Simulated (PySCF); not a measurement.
O (SMILES [O+]), charge +1, quartet; CCSD/pcseg-1 (PySCF).

The PySCF input:
```python
from pyscf import gto, scf, cc

mol = gto.M(
    atom='''
O     0.000000    0.000000    0.000000
''',
    basis='pcseg-1',
    charge=1,
    spin=3,
    verbose=4,
)

mf = scf.UHF(mol)
mf.kernel()

mycc = cc.CCSD(mf)
mycc.kernel()
print('E(CCSD) = %.10f' % mycc.e_tot)
```

It wrote (shortened):

```
PySCF version 2.14.0

[INPUT] verbose = 4
[INPUT] num. atoms = 1
[INPUT] num. electrons = 7
[INPUT] charge = 1
[INPUT] spin (= nelec alpha-beta = 2S) = 3
[INPUT] symmetry False subgroup None
[INPUT] Mole.unit = angstrom
[INPUT] Symbol           X                Y                Z      unit          X                Y                Z       unit  Magmom
[INPUT]  1 O      0.000000000000   0.000000000000   0.000000000000 AA    0.000000000000   0.000000000000   0.000000000000 Bohr   0.0

nuclear repulsion = 0
number of shells = 3
number of NR pGTOs = 25
number of NR cGTOs = 14
basis = pcseg-1
ecp = {}

******** <class 'pyscf.scf.uhf.UHF'> ********
method = UHF
initial guess = minao
damping factor = 0
level_shift factor = 0
DIIS = <class 'pyscf.scf.diis.CDIIS'>
diis_start_cycle = 1
diis_space = 8
diis_damp = 0
SCF conv_tol = 1e-09
SCF conv_tol_grad = None
SCF max_cycles = 50
direct_scf = True
direct_scf_tol = 1e-13
number electrons alpha = 5  beta = 2
Set gradient conv threshold to 3.16228e-05
init E= -74.2286784464881

cycle= 1 E= -74.1495335959029  delta_E= 0.0791  |g|= 0.581  |ddm|= 0.902
cycle= 2 E= -74.3153582500263  delta_E= -0.166  |g|= 0.0997  |ddm|= 0.53
cycle= 3 E= -74.3197133361152  delta_E= -0.00436  |g|= 0.0292  |ddm|= 0.0925
cycle= 4 E= -74.3202967496555  delta_E= -0.000583  |g|= 0.0021  |ddm|= 0.0431
cycle= 5 E= -74.3202995507492  delta_E= -2.8e-06  |g|= 0.000136  |ddm|= 0.00304
cycle= 6 E= -74.320299559844  delta_E= -9.09e-09  |g|= 2.09e-06  |ddm|= 0.000161
cycle= 7 E= -74.3202995598455  delta_E= -1.52e-12  |g|= 7.52e-09  |ddm|= 2.12e-06
Extra cycle  E= -74.3202995598455  delta_E= -1.42e-14  |g|= 2.51e-09  |ddm|= 7.68e-09
converged SCF energy = -74.3202995598455  <S^2> = 3.7548996  2S+1 = 4.0024491

******** <class 'pyscf.cc.uccsd.UCCSD'> ********
CC2 = 0
CCSD nocc = (np.int64(5), np.int64(2)), nmo = (14, 14)
max_cycle = 50
direct = 0
conv_tol = 1e-07
conv_tol_normt = 1e-06
diis_space = 6
diis_start_cycle = 0
diis_start_energy_diff = 1e+09
Init t2, MP2 energy = -0.0677868062319075
Init E_corr(UCCSD) = -0.0677868062319075
cycle = 1  E_corr(UCCSD) = -0.0795608009640662  dE = -0.0117739947  norm(t1,t2) = 0.025819
cycle = 2  E_corr(UCCSD) = -0.0821068065354921  dE = -0.00254600557  norm(t1,t2) = 0.00765408
cycle = 3  E_corr(UCCSD) = -0.0831092009381074  dE = -0.0010023944  norm(t1,t2) = 0.00278082
cycle = 4  E_corr(UCCSD) = -0.0830814502070559  dE = 2.77507311e-05  norm(t1,t2) = 0.000396767
cycle = 5  E_corr(UCCSD) = -0.0830845350851653  dE = -3.08487811e-06  norm(t1,t2) = 7.06965e-05
cycle = 6  E_corr(UCCSD) = -0.0830844265760281  dE = 1.08509137e-07  norm(t1,t2) = 7.1685e-06
cycle = 7  E_corr(UCCSD) = -0.0830845758675133  dE = -1.49291485e-07  norm(t1,t2) = 6.28665e-07
cycle = 8  E_corr(UCCSD) = -0.0830845581840626  dE = 1.76834507e-08  norm(t1,t2) = 7.70074e-08
UCCSD converged
E(UCCSD) = -74.40338411802959  E_corr = -0.08308455818406259
E(CCSD) = -74.4033841180
```
